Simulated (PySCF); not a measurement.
# Spin-rotation constants: `C[C@]1(C#C)CC[S@](=O)C1`, C$_{7}$H$_{10}$OS

Geometry:
```
atom   x (Å)   y (Å)   z (Å)
  C1  -0.039   2.506   1.175
  C2  -0.249   1.458   0.637
  C3  -0.507   0.179  -0.011
  C4  -1.934   0.179  -0.569
  C5   0.540  -0.060  -1.109
  C6   1.857  -0.270  -0.393
  S7   1.501  -1.435   1.010
  O8   1.545  -2.786   0.445
  C9  -0.300  -0.954   0.996
 H10   0.139   3.425   1.649
 H11  -2.653   0.333   0.233
 H12  -2.149  -0.770  -1.056
 H13  -2.053   0.980  -1.296
 H14   0.276  -0.962  -1.666
 H15   0.586   0.781  -1.804
 H16   2.626  -0.722  -1.014
 H17   2.224   0.652   0.054
 H18  -0.834  -1.856   0.702
 H19  -0.587  -0.670   2.007
```

Level of theory: PySCF, GIAO PBE/pcSseg-1 magnetisability, rotational g tensor and spin-rotation constants, non-relativistic, gas phase. Geometry: GFN2-xTB.

Give the nuclear spin-rotation constants along the inertial axes (H = +C I·J) beside the isotropic shieldings.

Rotational constants 2.4167, 1.0652, 0.9692 GHz. A star marks the isotopologue with that one atom substituted, in its own axes.
| atom | isotope | Caa (kHz) | Cbb (kHz) | Ccc (kHz) | mean (kHz) | σ (ppm) |
| --- | --- | --- | --- | --- | --- | --- |
| H10 | 1H | -0.174 | -0.034 | -0.110 | -0.106 | 30.2 |
| H11 | 1H | -0.207 | -0.117 | 0.004 | -0.106 | 29.8 |
| H12 | 1H | -0.169 | -0.014 | -0.113 | -0.099 | 30.3 |
| H13 | 1H | -0.088 | -0.117 | -0.042 | -0.082 | 29.7 |
| H14 | 1H | -0.204 | 0.004 | -0.088 | -0.096 | 28.7 |
| H15 | 1H | -0.110 | -0.122 | -0.022 | -0.085 | 29.3 |
| H16 | 1H | -0.108 | -0.140 | -0.006 | -0.085 | 29.1 |
| H17 | 1H | -0.208 | 0.022 | -0.101 | -0.096 | 28.5 |
| H18 | 1H | -0.240 | 0.034 | -0.124 | -0.110 | 29.7 |
| H19 | 1H | -0.238 | -0.111 | 0.042 | -0.102 | 27.8 |
| C1 | 13C* | 0.534 | 0.171 | 0.304 | 0.336 | 108.6 |
| C2 | 13C* | 0.640 | 0.156 | 0.372 | 0.389 | 88.0 |
| C3 | 13C* | 0.430 | 0.227 | 0.169 | 0.275 | 137.6 |
| C4 | 13C* | 0.390 | 0.150 | 0.190 | 0.243 | 152.1 |
| C5 | 13C* | 0.487 | 0.223 | 0.154 | 0.288 | 136.9 |
| C6 | 13C* | 0.483 | 0.286 | 0.173 | 0.314 | 120.0 |
| S7 | 33S* | 1.100 | 0.455 | 0.440 | 0.665 | 93.2 |
| O8 | 17O* | -0.675 | -0.165 | 0.017 | -0.274 | 228.4 |
| C9 | 13C* | 0.467 | 0.239 | 0.305 | 0.337 | 101.9 |

For the geometry as given, no vibrational averaging.
